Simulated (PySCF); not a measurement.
Constitutional and geometric isomers with formula C2H4S3. All species are isolated molecules in the gas phase. One relaxed conformer stands for each flexible species; it need not be the lowest. Strings in code marks are SMILES.

Computed with PBE0-D3(BJ)/def2-TZVP in PySCF. All candidates: neutral, multiplicity 1. Delta-SCF ions had no search for a lower state. Excitations are Tamm–Dancoff values on a coarser integration grid. The basis has no diffuse functions, so Rydberg states are missing or too high.

| Property | Result |
|---|---|
| S1 excitation (TDA) | 4.34 eV |
| LUMO | -1.10 eV |
| vertical ionisation energy (Delta-SCF) | 8.28 eV |

Q: Say which member has these values.
A. `S=C(S)CS`
B. `C=C(S)SS`
C. `S/C=C/SS`
D. `S=CCSS`

A: C, `S/C=C/SS`. The others give `S=C(S)CS`: 2.70 eV, -2.36 eV, 8.61 eV; `C=C(S)SS`: 4.56 eV, -0.86 eV, 8.57 eV; `S=CCSS`: 2.44 eV, -2.41 eV, 8.58 eV
